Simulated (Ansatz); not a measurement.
Reaction: B2O2 (oxo(oxoboranyl)borane, SMILES O=BB=O) + H+ → HB2O2+ (SMILES O=BB=[OH+])
Each species at its own B3LYP-D3(BJ)/def2-TZVP minimum (Ansatz, a first-principles code), one conformer.

Total energies in hartree (Ansatz). UHF or UKS for unpaired electrons; spin-orbit terms are left out. Cores are frozen in correlated methods. No relativity.

| species | HF/cc-pVTZ | CCSD(T)/cc-pVTZ | HF/cc-pVQZ | CCSD(T)/cc-pVQZ | CCSDT(Q)/cc-pVTZ |
|---|---|---|---|---|---|
| 1: B2O2 (SMILES O=BB=O) | -199.25524 | -199.92451 | -199.26974 | -199.98300 | -199.92713 |
| 2: HB2O2+ (SMILES B(B=[OH+])=O) | -199.51782 | -200.17646 | -199.53250 | -200.23412 | -200.17895 |

Task: Work out the proton affinity (electronic), positive where energy is released in kcal/mol: take Hartree-Fock from cc-pVQZ, extrapolate the CCSD(T) correlation energy as X^-3 (X = 3, 4), and add CCSDT(Q) - CCSD(T) in cc-pVTZ. 1 hartree = 627.51 kcal/mol.

Result: 
Species 1: correlation (64·(-0.71326) - 27·(-0.66927))/37 = -0.74536; step -0.00262; E1 = -199.26974 + (-0.74536) + (-0.00262) = -200.01772
H+ has no electrons: E = 0
Species 2: correlation (64·(-0.70162) - 27·(-0.65864))/37 = -0.73298; step -0.00249; E2 = -199.53250 + (-0.73298) + (-0.00249) = -200.26797
+1·E1 -1·E2 = 0.25025 hartree = 157.0 kcal/mol.
